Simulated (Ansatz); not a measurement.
Born–Oppenheimer molecular dynamics of BH$_{5}$N$_{2}$O (9 atoms, charge 0, multiplicity 1). It starts from a relaxed structure.

All numbers below come from Ansatz 0.2.0, RKS PBE/def2-SVP.

```yaml
ensemble: NVT, Langevin thermostat
time_step: 1 fs
steps_asked: 150
set_temperature: 500 K
friction: 0.01 /fs
seed: 614263
```

First frame:

```xyz
9
Properties=species:S:1:pos:R:3
B -0.004 -0.099 0.115
N -0.074 -0.060 1.540
H -0.937 -0.042 2.076
H 0.770 -0.094 2.106
O 1.271 -0.045 -0.446
H 1.254 -0.221 -1.400
N -1.183 -0.214 -0.702
H -2.121 -0.191 -0.306
H -1.179 0.015 -1.694
```

Task: How far do the bonds stretch over the last three quarters of this one trajectory? (Pairs bonded in most of those frames.)

Result: 
```tsv
bond	mean (Å)	spread (Å)	shortest	longest
B1–N2	1.440	0.046	1.35	1.52
B1–O5	1.397	0.025	1.35	1.45
B1–N7	1.441	0.028	1.39	1.50
N2–H3	1.021	0.032	0.96	1.09
N2–H4	1.023	0.016	0.99	1.06
O5–H6	0.978	0.040	0.90	1.05
N7–H8	1.026	0.034	0.97	1.09
N7–H9	1.022	0.024	0.97	1.08
```

Mean temperature of the second half: 404 K. The mean temperature of the second half is 19 % below the set value. A run of 0.15 ps of so small a system gives no equilibrium averages.

Run time: 5 min on 1 thread of Arm Neoverse V1, with other jobs on the host, peak memory 0.1 GiB.
